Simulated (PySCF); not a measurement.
## Where the electron goes

C4H14N2Si.
Structure used (GFN2-xTB), in Å, numbered top down from 1:
```xyz
21
C4H14N2Si angstrom
C      1.713    1.008    1.811
N      1.070    0.398    0.679
C      2.024   -0.066   -0.299
Si    -0.478   -0.334    0.835
N     -1.117   -0.430   -0.759
C     -2.187   -1.338   -1.070
C     -1.105    0.711   -1.640
H      2.365    0.301    2.340
H      0.963    1.370    2.509
H      2.327    1.853    1.481
H      2.615    0.777   -0.672
H      1.498   -0.526   -1.130
H      2.717   -0.801    0.130
H     -0.507   -1.724    1.318
H     -1.194    0.536    1.782
H     -2.093   -1.686   -2.103
H     -3.171   -0.863   -0.961
H     -2.147   -2.197   -0.406
H     -2.047    1.271   -1.589
H     -0.963    0.382   -2.675
H     -0.291    1.375   -1.364
```

Computed with TDDFT PBE0/def2-SVPD, vertical, gas phase, core orbitals frozen in the response (PySCF 2.14.0, density-fitted response routines).

Frontier orbitals with the atoms that hold most of them (Löwdin shares over 4%, at most four atoms; ? is withheld):

```csv
orbital,ε (eV),atoms
HOMO-3,-9.74,"N5 16%, N2 16%, Si4 12%, C6 11%"
HOMO-2,-9.33,"Si4 33%, H14 19%, H15 19%, N5 6%"
HOMO-1,-6.36,"N2 26%, N5 26%, Si4 9%, C3 4%"
HOMO,?,?
LUMO,0.65,?
LUMO+1,0.79,"Si4 18%, C1 11%, C6 11%, H14 8%"
LUMO+2,1.43,"Si4 30%, H14 10%, H15 10%, C6 4%"
```

Problem. Give the leading atoms of the LUMO.

Solution. Si4 (bonded to 2 N and 2 H) 17%; C7 (bonded to N and 3 H) 10%; C3 (bonded to N and 3 H) 10%; C6 (bonded to N and 3 H) 8%. By element: carbon 27% or more, silicon 17%.

Problem. Give the leading atoms of the HOMO.

Solution. N5 (bonded to 2 C and Si) 29%; N2 (bonded to 2 C and Si) 29%; Si4 (bonded to 2 N and 2 H) 6%; C6 (bonded to N and 3 H) 5%. By element: nitrogen 57%, silicon 6%, carbon 5% or more.

Problem. What is the HOMO energy, and the HOMO–LUMO gap?

Solution. ε(HOMO) = -6.26 eV; the gap is 6.91 eV (0.2539 hartree).

Problem. The HOMO–LUMO gap is 6.91 eV. Where does the response calculation put the lowest singlet, and from which orbitals?

Solution. S1 is at 5.75 eV (f = 0.0047), 1.16 eV below the gap, made of HOMO→LUMO (72%), HOMO-1→LUMO+1 (26%). Without the coupling terms of the response equations the lowest excitation would equal the gap.

Next come S2 at 5.77 eV (f 0.033), HOMO→LUMO+1 (55%), HOMO-1→LUMO (43%); S3 at 6.06 eV (f 0.014), HOMO-1→LUMO+1 (68%), HOMO→LUMO (23%); S4 at 6.09 eV (f 0.042), HOMO-1→LUMO (52%), HOMO→LUMO+1 (41%); S5 at 6.56 eV (f 0.0095), HOMO→LUMO+2 (81%), HOMO→LUMO+4 (12%).

Löwdin shares depend on the basis, the more so with diffuse functions.

One conformer stands for the species.

Without π bonds the low states may be Rydberg-like; a valence basis with one diffuse set may place them up to an eV too high.
